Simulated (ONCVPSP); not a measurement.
Logarithmic derivatives: Yb, ONCV

| Quantity | Value |
| --- | --- |
| Element | ytterbium (Yb) |
| Generator | ONCVPSP 4.0.1 |
| Type | optimised norm-conserving Vanderbilt (ONCV) |
| Functional | LDA (Perdew-Wang 92) |
| Relativity | scalar-relativistic |
| Frozen core | [Xe] 4f13 |
| Valence charge | 3 |
| Reference configuration | 5d1 6s1.5 (charge +0.5) |
| Partial waves | 6s: rc 2.40 bohr, ncon 3, nbas 7, qcut 3 1/bohr, 2 projectors, debl 0.9 Ha; p scattering state at 0.13 Ha: rc 2.70 bohr, ncon 4, nbas 7, qcut 2.5 1/bohr, 1 projector; 5d: rc 3.20 bohr, ncon 4, nbas 9, qcut 5.2 1/bohr, 2 projectors, debl 3.2 Ha |
| Local potential | polynomial inside 1.55 bohr (lpopt 4, dvloc0 0 Ha) |
| Core correction | Teter function, fcfact 3.5, rcfact 1.4 |

In the p channel the program set the typed energies aside and used 0.050 Ha.

The phase is arctan(r·R′/R) of the radial function R(r), unwrapped; energies in Ha, scanned from -2 to 5 Ha. A pole is an energy at which the radial function vanishes at the test radius. The pseudo phase is shifted by a multiple of π to meet the all-electron one at the reference energy, and phase errors are pseudo minus all-electron; the curves can meet again beyond the range given. Levels narrower than the energy grid can be missing from the lists of poles.

```tsv
channel	radius (bohr)	reference energy (Ha)	poles, all-electron	poles, pseudo	unbroken range about the reference energy with phases within 0.05 rad	phase error 1 Ha above the reference energy (rad)
s	2.44	-0.27	1.95	-1.66, 1.96	-1.4 to 3.8	+0.000
p	2.73	0.05	-1.19, 1.92	-0.42, 1.56	-0.2 to 1.5	-0.028
d	3.25	-0.18	0.02, 1.99	0.02, 2.01	below 0.6	+0.077
```

Note: ghosts flagged at negative energy: s at -46.1 eV, p at -12.0 eV; no localised positive-energy state flagged. A true bound ghost makes a file unfit for plane-wave use.

Phases in the p channel:

```csv
E (Ha),all-electron,pseudo
-1.98,1.276,1.325
-1.80,1.232,1.309
-1.62,1.144,1.289
-1.44,0.797,1.265
-1.26,-1.368,1.234
-1.08,-1.708,1.193
-0.90,-1.817,1.135
-0.72,-1.901,1.035
-0.54,-1.995,0.717
-0.36,-2.128,-1.933
-0.18,-2.350,-2.319
0.00,-2.762,-2.760
0.18,-3.401,-3.397
0.36,-3.933,-3.930
0.54,-4.224,-4.229
0.72,-4.384,-4.397
0.90,-4.482,-4.503
1.08,-4.548,-4.577
1.26,-4.597,-4.635
1.44,-4.636,-4.683
1.62,-4.668,-4.728
1.80,-4.695,-4.774
1.98,-4.721,-4.827
2.16,-4.745,-4.895
2.34,-4.770,-5.001
2.52,-4.796,-5.206
2.70,-4.826,-5.745
2.88,-4.862,-6.787
3.06,-4.909,-7.314
3.24,-4.976,-7.512
3.42,-5.084,-7.611
3.60,-5.295,-7.671
3.78,-5.800,-7.712
3.96,-6.705,-7.742
4.14,-7.245,-7.767
4.32,-7.467,-7.787
4.50,-7.579,-7.804
4.68,-7.646,-7.819
4.86,-7.690,-7.834
```
